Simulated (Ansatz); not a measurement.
Reaction (formal exchange of groups at the Se–Si bond): `P[SiH2][SeH]` + `[F][AlH][F]` → `[F][Al]([F])[SeH]` + `[SiH3]P`

Computed with Ansatz on PBE0-D4/def2-TZVP structures; ΔE is electronic, products minus reactants. CBS: MP2 limit from def2 TZ/QZ plus the TZ coupled-cluster correction, frozen cores. This one scheme is used for every species. DFT in def2-TZVPP. For Se outer-core shells are correlated without core-valence functions, which leaves a few kJ/mol of doubt a bond. Scalar relativity is left out up to krypton. One conformer a species, not always the lowest.

`P[SiH2][SeH]`:

Cartesian coordinates in Å:
```
P 0.427 1.073 1.570
Si 0.569 -0.180 -0.291
Se -1.525 -0.732 -1.011
H -0.570 1.925 1.025
H -0.517 0.208 2.185
H 1.356 -1.400 0.022
H 1.294 0.598 -1.329
H -1.034 -1.492 -2.170
```

`[F][AlH][F]`:

Cartesian coordinates in Å:
```
F 1.149 -0.713 -0.896
Al 0.008 0.017 0.026
F -1.560 -0.145 -0.420
H 0.403 0.841 1.290
```

`[F][Al]([F])[SeH]`:

Z-matrix (Å, degrees):
```
Al
F 1 1.637
Se 1 2.285 2 119.5
F 1 1.638 2 119.2 3 -180.0
H 3 1.470 1 89.9 2 179.9
```

`[SiH3]P`:

Z-matrix (Å, degrees):
```
Si
P 1 2.255
H 1 1.487 2 113.9
H 1 1.486 2 108.0 3 -121.2
H 1 1.486 2 108.0 3 121.2
H 2 1.421 1 93.8 3 -46.7
H 2 1.421 1 93.8 3 47.0
```

| species | r2SCANh energy (Eh) |
| --- | --- |
| `P[SiH2][SeH]` | -3035.38037 |
| `[F][AlH][F]` | -442.84138 |
| `[F][Al]([F])[SeH]` | -2844.44063 |
| `[SiH3]P` | -633.80163 |

Task: Work out ΔE.

Result: ΔE = (-2844.44063) + (-633.80163) − (-3035.38037) − (-442.84138) = -0.02051 Eh = -0.56 eV. CCSD(T)/CBS gives -0.52 eV.

Largest T1 diagnostic among the species: 0.013.

Leaving LDA and LC-ωPBE aside and taking each functional with its dispersion term where it has one, the values, not all of them listed here, spread over 0.09 eV, from r2SCAN-D4 to B97M-V. In def2-TZVPP, CCSD(T) changes the Hartree–Fock value by +0.06 eV (the triples alone add +0.01 eV) and MP2 by +0.09 eV. The D4 term adds +0.04 eV with B3LYP and +0.02 eV with PBE0; it sums over pairs of atoms, weighted by their polarisabilities, and B3LYP, whose exchange is more repulsive, gets the larger term.

B3LYP here is the variant with VWN-RPA as its local correlation; programs differ in this.
